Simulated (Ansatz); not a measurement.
Reaction (formal exchange of groups at a P–Si bond): `F[SiH2]P[SiH3]` + SiH₄ → `[SiH3]P[SiH3]` + `F[SiH3]`

Calculated with Ansatz (gas phase, PBE0-D4/def2-TZVP geometries, no zero-point term in ΔE). CBS: MP2 limit from def2 TZ/QZ plus the TZ coupled-cluster correction, frozen cores. This one scheme is used for every species. DFT in def2-TZVPP. Each species was taken in one conformer, which may not be the lowest.

```
        level  ΔE (kJ/mol)
       PBE-D4          2.6
HF/def2-QZVPP         -2.0
```

Problem. What does CCSD(T)/CBS give? (An estimate is asked.)

Solution. Ansatz gave: -0.1 kJ/mol. The listed levels differ from it by 2.7, -1.9 kJ/mol.

Largest T1 diagnostic among the species: 0.013.

Leaving LDA and LC-ωPBE aside and taking each functional with its dispersion term where it has one, the values, not all of them listed here, spread over 3.5 kJ/mol, from PBE-QIDH to B97M-V.
